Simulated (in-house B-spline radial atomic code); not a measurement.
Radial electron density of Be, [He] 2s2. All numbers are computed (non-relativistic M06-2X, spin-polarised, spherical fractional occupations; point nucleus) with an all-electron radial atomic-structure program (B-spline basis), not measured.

Columns: r (bohr), 4πr²n(r) (electrons per bohr), bar.

```
  0.0153   0.0938 #
  0.0179   0.1258 #
   0.021   0.1689 ##
  0.0247   0.2268 ###
  0.0289   0.3002 ###
   0.034   0.3989 ####
  0.0398   0.5217 ######
  0.0467   0.6795 ########
  0.0548   0.8765 ##########
  0.0643    1.118 ############
  0.0754    1.405 ################
  0.0885    1.742 ###################
   0.104    2.125 ########################
   0.122    2.534 ############################
   0.143     2.95 #################################
   0.168    3.349 #####################################
   0.197     3.68 #########################################
   0.231    3.897 ###########################################
    0.27    3.952 ############################################
   0.317    3.816 ##########################################
   0.372    3.494 #######################################
   0.437    3.004 #################################
   0.512    2.384 ###########################
   0.601    1.725 ###################
   0.705    1.167 #############
   0.827   0.7673 #########
    0.97   0.5545 ######
    1.14   0.5196 ######
    1.33   0.6001 #######
    1.57   0.7293 ########
    1.84   0.8071 #########
    2.15   0.8011 #########
    2.53   0.7191 ########
    2.96   0.5606 ######
    3.48   0.3674 ####
    4.08   0.2198 ##
    4.79   0.1118 #
    5.61  0.04497 #
    6.59  0.01446 
    7.73 0.003741 
    9.06 0.0007059
```

On this grid the curve has 2 maxima, near 0.27, 1.84 bohr.

The 1s up radial function P(r) = rR(r), positive near the nucleus:

```json
{"r (bohr)": "0.005", "P": "0.07234"}
{"r (bohr)": "0.00688", "P": "0.0988"}
{"r (bohr)": "0.00947", "P": "0.1346"}
{"r (bohr)": "0.013", "P": "0.1822"}
{"r (bohr)": "0.0179", "P": "0.246"}
{"r (bohr)": "0.0247", "P": "0.3304"}
{"r (bohr)": "0.034", "P": "0.4382"}
{"r (bohr)": "0.0467", "P": "0.572"}
{"r (bohr)": "0.0643", "P": "0.7337"}
{"r (bohr)": "0.0885", "P": "0.9162"}
{"r (bohr)": "0.122", "P": "1.105"}
{"r (bohr)": "0.168", "P": "1.272"}
{"r (bohr)": "0.231", "P": "1.374"}
{"r (bohr)": "0.317", "P": "1.364"}
{"r (bohr)": "0.437", "P": "1.218"}
{"r (bohr)": "0.601", "P": "0.9286"}
{"r (bohr)": "0.827", "P": "0.584"}
{"r (bohr)": "1.14", "P": "0.2799"}
{"r (bohr)": "1.57", "P": "0.09002"}
{"r (bohr)": "2.15", "P": "0.01668"}
{"r (bohr)": "2.96", "P": "0.001449"}
```
